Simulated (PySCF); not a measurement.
Dipole response of Fe (iron, neutral)

[Ar] 3d8, high-spin 3F determinant (an excited configuration). Computed with PySCF 2.14 in x2c-QZVPPall with one added diffuse shell each of s, p, d, f, g type (12s8p6d5f3g, 128 functions), with the spin-free X2C one-electron Hamiltonian (Gaussian nucleus). Coupled (time-dependent) response in atomic units; α is the mean over directions.

```json
{"method": "revPBE", "mean α (bohr³)": "627.9", "C₆ (like pair)": "2244", "S(−4)": "18100000"}
```

S(−4) is the Cauchy moment in α(ω) = α(0) + S(−4) ω² + …

α(iu) at revPBE:

| u (hartree) | α(iu) (bohr³) |
| --- | --- |
| 0 | 627.9 |
| 0.0500 | 52.40 |
| 0.100 | 33.33 |
| 0.200 | 19.67 |
| 0.300 | 13.52 |
| 0.500 | 7.980 |
| 0.750 | 5.093 |
| 1.00 | 3.644 |
| 1.50 | 2.229 |
| 2.00 | 1.545 |
| 3.00 | 0.8889 |
| 5.00 | 0.4131 |

A single London oscillator, α(iu) = α/(1 + u²/ω²), gives C₆ = (3/4) ω α². Matching the computed C₆ needs ω = 4 × 2244 / (3 × 627.9²) = 0.00759 hartree.
